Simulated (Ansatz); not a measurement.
Reaction (isomerisation): `O=C(O)C[SiH2]F` → `O=C[SiH](O)CF`

Calculated with Ansatz (gas phase, PBE0-D4/def2-TZVP geometries, no zero-point term in ΔE). CCSD(T)/CBS is the MP2 limit (def2-TZVPP, def2-QZVPP) plus CCSD(T) − MP2 in def2-TZVPP, frozen cores. DFT in def2-TZVPP. B3LYP here is the variant with VWN-RPA as its local correlation; programs differ in this. Each species was taken in one conformer, which may not be the lowest.

`O=C(O)C[SiH2]F`:

Cartesian coordinates in Å:
```
O 0.600 0.372 -1.635
C -0.397 -0.071 -1.121
O -1.467 -0.446 -1.832
C -0.554 -0.254 0.353
Si 1.024 0.320 1.193
F 0.806 0.106 2.770
H -1.256 -0.286 -2.763
H -1.426 0.309 0.701
H -0.770 -1.304 0.572
H 2.181 -0.508 0.791
H 1.260 1.762 0.971
```

`O=C[SiH](O)CF`:

```xyz
11

O    -2.384    0.477    0.606
C    -1.596   -0.415    0.383
Si   -0.032    0.040   -0.639
O    -0.224    1.632   -0.969
C     1.519   -0.247    0.402
F     1.612   -1.610    0.678
H    -1.802   -1.435    0.778
H     0.044   -0.791   -1.867
H    -1.042    1.987   -0.601
H     2.428    0.064   -0.123
H     1.478    0.297    1.352
```

| level | ΔE (kcal/mol) | difference from CCSD(T)/CBS |
| --- | --- | --- |
| PBE-D4 | 45.0 | -0.5 |
| r2SCAN-D4 | 47.6 | 2.1 |
| PBE0-D4 | 46.9 | 1.4 |
| B3LYP-D4 | 44.2 | -1.3 |
| ωB97X-V | 46.2 | 0.7 |
| ωB97M-V | 46.0 | 0.5 |
| B2PLYP | 45.7 | 0.2 |
| PBE | 45.0 | -0.5 |
| r2SCAN | 47.6 | 2.1 |
| PBE0 | 46.9 | 1.4 |
| B3LYP | 44.2 | -1.3 |
| HF/def2-TZVPP | 47.0 | 1.5 |
| MP2/def2-TZVPP | 48.6 | 3.1 |
| SCS-MP2/def2-TZVPP | 46.5 | 1.0 |
| CCSD/def2-TZVPP | 45.9 | 0.4 |
| CCSD(T)/def2-TZVPP | 46.0 | 0.5 |
| HF/def2-QZVPP | 47.1 | 1.6 |
| MP2/def2-QZVPP | 48.3 | 2.8 |
| SCS-MP2/def2-QZVPP | 46.2 | 0.7 |
| HF/CBS(def2) | 47.1 | 1.6 |
| MP2/CBS(def2) | 48.1 | 2.6 |
| CCSD/CBS(def2) | 45.4 | -0.1 |
| CCSD(T)/CBS | 45.5 | 0 |

Largest T1 diagnostic among the species: 0.014.

From PBE to PBE0 (25 % exact exchange), in def2-TZVPP and without D4, ΔE moves by +1.9 kcal/mol.
